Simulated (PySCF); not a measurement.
## Electron correlation in P- (phosphorus, charge -1)

[Ne] 3s2 3p4, high-spin 3P determinant. All numbers are calculated (PySCF 2.14, the spin-free X2C one-electron Hamiltonian (Gaussian nucleus), in aug-cc-pVQZ-DK). Frozen: [Ne]; 6 electrons correlated.

```tsv
level	correlation energy (mhartree)
CCSD	-139.40
(T)	-7.27
CCSD(T)	-146.67
```

Diagnostics: T1 = 0.015, D1 = 0.0343, largest double amplitude 0.042.

Question: Is a single reference adequate?

Answer: Yes: T1 lies below 0.03 and no double amplitude reaches 0.07.
